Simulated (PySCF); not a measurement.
CCl, SMILES [C]Cl (connectivity only; charge and spin as stated), neutral, multiplicity 2.

The structure is a stationary point at r2SCAN-D4/def2-TZVPD.

Two levels are set side by side: PBE/def2-TZVPD (PySCF) and CAM-B3LYP/def2-TZVPD (PySCF). Same geometry, gas phase. Differences are taken from unrounded values.

```json
[
 {"quantity": "α-spin orbital gap (eV)", "CAM-B3LYP": "5.81"},
 {"quantity": "β-spin orbital gap (eV)", "CAM-B3LYP": "9.23"},
 {"quantity": "dipole moment (D)", "CAM-B3LYP": "1.46"}
]
```

Q: What does PBE give, and how far is it from CAM-B3LYP? (The exact figures need the calculation; the answer reports its results.)

A: 
| quantity | PBE | PBE minus CAM-B3LYP |
|---|---|---|
| α-spin orbital gap (eV) | 0.36 | -5.45 |
| β-spin orbital gap (eV) | 3.95 | -5.28 |
| dipole moment (D) | 1.57 | 0.11 |

Rough cost on one machine, each run with all the roots and properties that it gave: CAM-B3LYP against PBE within a factor of 2.
